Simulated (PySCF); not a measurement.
C4H5 (SMILES C=[C]C=C), doublet, geometry from GFN2-xTB; TPSS/6-31G in PySCF.

Input for PySCF:
```python
from pyscf import gto, scf, dft

mol = gto.M(
    atom='''
C     0.84692229    1.66620199   -0.08747240
C     0.09879661    0.62624235    0.04234718
C    -0.68909255   -0.45553461    0.18070429
C    -0.31450294   -1.74723046   -0.10483390
H     1.47874189    2.03273611    0.71229901
H     0.89057657    2.24159017   -1.00409682
H    -1.69512568   -0.27739734    0.54712238
H     0.67137918   -1.97107091   -0.46990799
H    -0.99831246   -2.56393367    0.03011240
''',
    basis='6-31g',
    spin=1,
    verbose=4,
)

mf = dft.UKS(mol)
mf.xc = 'tpss'
mf.DIIS = scf.EDIIS
mf.kernel()
```

What the program printed (banner, timings and long lists left out):

```
PySCF version 2.14.0

[INPUT] verbose = 4
[INPUT] num. atoms = 9
[INPUT] num. electrons = 29
[INPUT] charge = 0
[INPUT] spin (= nelec alpha-beta = 2S) = 1
[INPUT] symmetry False subgroup None
[INPUT] Mole.unit = angstrom
[INPUT] Symbol           X                Y                Z      unit          X                Y                Z       unit  Magmom
[...]
nuclear repulsion = 96.6892829763834
number of shells = 30
number of NR pGTOs = 108
number of NR cGTOs = 46
basis = 6-31g
ecp = {}

******** <class 'pyscf.dft.uks.UKS'> ********
method = UKS
initial guess = minao
damping factor = 0
level_shift factor = 0
DIIS = <class 'pyscf.scf.diis.EDIIS'>
diis_start_cycle = 1
diis_space = 8
diis_damp = 0
SCF conv_tol = 1e-09
SCF conv_tol_grad = None
SCF max_cycles = 50
direct_scf = True
direct_scf_tol = 1e-13
number electrons alpha = 15  beta = 14
XC library pyscf.dft.libxc version 7.1.2
    S. Lehtola, C. Steigemann, M. J. T. Oliveira, and M. A. L. Marques,  SoftwareX 7, 1–5 (2018)
XC functionals = tpss
    J. Tao, J. P. Perdew, V. N. Staroverov, and G. E. Scuseria,  Phys. Rev. Lett. 91, 146401 (2003)
    J. P. Perdew, J. Tao, V. N. Staroverov, and G. E. Scuseria,  J. Chem. Phys. 120, 6898 (2004)
    J. Tao, J. P. Perdew, V. N. Staroverov, and G. E. Scuseria,  Phys. Rev. Lett. 91, 146401 (2003)
    J. P. Perdew, J. Tao, V. N. Staroverov, and G. E. Scuseria,  J. Chem. Phys. 120, 6898 (2004)
radial grids:
    Treutler-Ahlrichs [JCP 102, 346 (1995); DOI:10.1063/1.469408] (M4) radial grids

becke partition: Becke, JCP 88, 2547 (1988); DOI:10.1063/1.454033
pruning grids: <function nwchem_prune>
grids dens level: 3
symmetrized grids: False
atomic radii adjust function: <function treutler_atomic_radii_adjust>
small_rho_cutoff = 0
Set gradient conv threshold to 3.16228e-05
tot grids = 105512
init E= -155.644039402087

cycle= 1 E= -155.276386528229  delta_E= 0.368  |g|= 0.266  |ddm|= 2.13
cycle= 2 E= -155.26075154802  delta_E= 0.0156  |g|= 0.318  |ddm|= 0.649
cycle= 3 E= -155.312956967923  delta_E= -0.0522  |g|= 0.115  |ddm|= 0.435
cycle= 4 E= -155.312956968188  delta_E= -2.64e-10  |g|= 0.115  |ddm|= 2.78e-09
cycle= 5 E= -155.312956968263  delta_E= -7.55e-11  |g|= 0.115  |ddm|= 7.93e-10
cycle= 6 E= -155.312956967465  delta_E= 7.98e-10  |g|= 0.115  |ddm|= 8.38e-09
cycle= 7 E= -155.312956966529  delta_E= 9.36e-10  |g|= 0.115  |ddm|= 9.84e-09
cycle= 8 E= -155.312956968073  delta_E= -1.54e-09  |g|= 0.115  |ddm|= 1.62e-08
[...]
cycle= 21 E= -155.320436669535  delta_E= -0.00614  |g|= 0.0385  |ddm|= 0.113
cycle= 22 E= -155.320436669506  delta_E= 2.96e-11  |g|= 0.0385  |ddm|= 1.33e-09
cycle= 23 E= -155.320436669609  delta_E= -1.03e-10  |g|= 0.0385  |ddm|= 4.52e-09
cycle= 24 E= -155.320436669474  delta_E= 1.35e-10  |g|= 0.0385  |ddm|= 5.95e-09
cycle= 25 E= -155.320436669105  delta_E= 3.68e-10  |g|= 0.0385  |ddm|= 1.61e-08
cycle= 26 E= -155.320436669826  delta_E= -7.2e-10  |g|= 0.0385  |ddm|= 3.15e-08
cycle= 27 E= -155.312802632349  delta_E= 0.00763  |g|= 0.118  |ddm|=  0.2
cycle= 28 E= -155.320212560726  delta_E= -0.00741  |g|= 0.0427  |ddm|= 0.188
cycle= 29 E= -155.317398746564  delta_E= 0.00281  |g|= 0.0808  |ddm|= 0.106
cycle= 30 E= -155.320099320052  delta_E= -0.0027  |g|= 0.0458  |ddm|= 0.0841
cycle= 31 E= -155.32009932026  delta_E= -2.08e-10  |g|= 0.0458  |ddm|= 6.59e-09
cycle= 32 E= -155.320099319622  delta_E= 6.38e-10  |g|= 0.0458  |ddm|= 2.02e-08
cycle= 33 E= -155.320099320054  delta_E= -4.31e-10  |g|= 0.0458  |ddm|= 1.36e-08
cycle= 34 E= -155.320099319401  delta_E= 6.53e-10  |g|= 0.0458  |ddm|= 2.11e-08
cycle= 35 E= -155.320099319144  delta_E= 2.57e-10  |g|= 0.0458  |ddm|= 7.62e-09
cycle= 36 E= -155.31494907387  delta_E= 0.00515  |g|= 0.104  |ddm|= 0.175
cycle= 37 E= -155.319179938035  delta_E= -0.00423  |g|= 0.059  |ddm|= 0.166
cycle= 38 E= -155.319307913203  delta_E= -0.000128  |g|= 0.0588  |ddm|= 0.0943
cycle= 39 E= -155.32042701481  delta_E= -0.00112  |g|= 0.0399  |ddm|= 0.043
cycle= 40 E= -155.320427014479  delta_E= 3.3e-10  |g|= 0.0399  |ddm|= 7.62e-09
cycle= 41 E= -155.320427015869  delta_E= -1.39e-09  |g|= 0.0399  |ddm|= 3.3e-08
cycle= 42 E= -155.320427014784  delta_E= 1.08e-09  |g|= 0.0399  |ddm|= 2.58e-08
cycle= 43 E= -155.320427026255  delta_E= -1.15e-08  |g|= 0.0399  |ddm|= 2.78e-07
cycle= 44 E= -155.320427014668  delta_E= 1.16e-08  |g|= 0.0399  |ddm|= 2.69e-07
cycle= 45 E= -155.314016629657  delta_E= 0.00641  |g|= 0.112  |ddm|= 0.167
cycle= 46 E= -155.318555071897  delta_E= -0.00454  |g|= 0.0673  |ddm|= 0.182
cycle= 47 E= -155.318093084679  delta_E= 0.000462  |g|= 0.0732  |ddm|= 0.116
cycle= 48 E= -155.320583571346  delta_E= -0.00249  |g|= 0.0366  |ddm|= 0.0754
cycle= 49 E= -155.320583571254  delta_E= 9.19e-11  |g|= 0.0366  |ddm|= 6.42e-08
cycle= 50 E= -155.320583570241  delta_E= 1.01e-09  |g|= 0.0366  |ddm|= 6.11e-08
SCF not converged.
SCF energy = -155.320583570241 after 50 cycles  <S^2> = 0.77190615  2S+1 = 2.0217875
```

The run did not converge; its last values are not results.
